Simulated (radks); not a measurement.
Results of a calculation; reference values are marked as such.
Species: Tc IV. Configuration: [Kr] 4d4.

Level of theory: Dirac Kohn-Sham, PW91, spin-unpolarised, spherical densities, finite nucleus; open shells are shared between the two j in proportion to 2j + 1; Fermi nuclear charge, rms radius 4.4112 fm (a radial shooting solver on a logarithmic mesh with Libxc functionals).

Energy parts (eV):
total: -116601.591
kinetic: 121118.722
electron-nucleus: -280520.161
Hartree: 46292.367
exchange-correlation: -3492.519

Orbitals (lengths in bohr, moments of r in powers of bohr; <r^-3> diverges for s and p1/2; r(max) is where P^2 peaks; r(90%) holds 90 % of the orbital's charge):
orbital	occ.	eigenvalue (eV)	r(max)	r(90%)	<r>	<r^-3>
1s1/2	2	-20891.57	0.02228	0.0614	0.03428	-
2s1/2	2	-3006.750	0.1263	0.231	0.1493	-
2p1/2	2	-2775.360	0.09812	0.208	0.1271	-
2p3/2	4	-2657.049	0.1020	0.214	0.1318	2595
3s1/2	2	-549.2461	0.3724	0.613	0.4152	-
3p1/2	2	-460.2960	0.3594	0.618	0.4090	-
3p3/2	4	-440.5051	0.3688	0.633	0.4196	440.1
3d3/2	4	-283.0597	0.3097	0.633	0.3969	65.01
3d5/2	6	-279.2546	0.3125	0.638	0.4003	61.83
4s1/2	2	-103.7119	0.9476	1.53	1.051	-
4p1/2	2	-77.5046	1.003	1.68	1.138	-
4p3/2	4	-74.4786	1.027	1.72	1.166	67.45
4d3/2	1.6	-35.4275	1.228	2.34	1.511	6.103
4d5/2	2.4	-35.0792	1.238	2.36	1.523	5.779

The highest occupied level is 4d5/2 at -35.079 eV. Summed over all electrons, <r^2> = 26.22 bohr^2, which gives a Langevin (diamagnetic) susceptibility term of -20.8 x 10^-6 cm^3/mol. The electron density at the nucleus is 1.002e+05 e/bohr^3.
